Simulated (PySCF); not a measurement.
Predicted microwave data (PBE0-D3(BJ)/def2-SVP geometry optimisation, gas phase in PySCF 2.14.0) for one isomer of C8H9BrO:

- Rotational constants: A = 1134, B = 786.6, C = 485.5 MHz
- Dipole components: |μa| = 2.73 D, |μb| = 0.17 D, |μc| = 0.04 D
- Inertial defect: -47.28 u·Å²
- κ: -0.07

Task: Which candidate fits, each taken in the one conformer that was computed?
A. `[CH3:1][O:2][CH2:3][c:4]1[cH:5][cH:6][c:7]([Br:8])[cH:9][cH:10]1` with C1–O2–C3–C4 -72°, O2–C3–C4–C5 148°
B. `[CH3:1][CH2:2][O:3][c:4]1[cH:5][cH:6][cH:7][cH:8][c:9]1[Br:10]` with C1–C2–O3–C4 -77°, C2–O3–C4–C5 -7° (2-bromophenetole)

Result: B. It is CCOc1ccccc1Br, an asymmetric top, point group C1. The candidates at the same level (rigid rotor, commonest isotopes):

```tsv
SMILES	A (MHz)	B (MHz)	C (MHz)	μa (D)	μb (D)	μc (D)	Δ (u·Å²)	point group	rotor
CCOc1ccccc1Br	1134	786.6	485.5	2.73	0.17	0.04	-47.28	C1	asymmetric top
COCc1ccc(Br)cc1	3295	353.6	336.8	1.30	0.73	0.75	-81.79	C1	near-prolate asymmetric top
```

`COCc1ccc(Br)cc1` has A 191 % too high. No structure here is proved a minimum.
